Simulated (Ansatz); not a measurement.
Input file for Ansatz (a quantum-chemistry and plane-wave program): U-PBE/cc-pVTZ on BF2H (SMILES FBF), a point of a bond scan (R = 1.779 Å).

Ansatz 0.2 input:
```yaml
crystal:
  periodic: [false, false, false]
  atoms:
    - {symbol: B, position_ang: [-0.23542436, -0.38535740, 0.08189990]}
    - {symbol: H, position_ang: [-0.84419732, -1.38183527, 0.29368107]}
    - {symbol: F, position_ang: [1.29631215, -0.05251217, 0.92297540]}
    - {symbol: F, position_ang: [-0.67460427, 0.50643007, -0.78304996]}
basis:
  gaussian:
    orbitals: cc-pVTZ
hamiltonian:
  xc: {name: PBE}
magnetization: {spin_polarized: true, initial_magnetization: 0}
```

The head of its log:

```
WARN ansatz: RAYON_NUM_THREADS=1 ignored (pool sized by the plan → 1); use --threads N
Functional definition: PBE
integrals: 0.02 GiB planned
564 factors; their error is unknown
mean field: 0.26 GiB planned
mean field evaluation 1: about -6121.0268 eV, gradient 2.9e1 eV
mean field evaluation 2: about -6092.1693 eV, gradient 9.8e1 eV
```

Give the final energy of this run.

-225.0314 hartree.
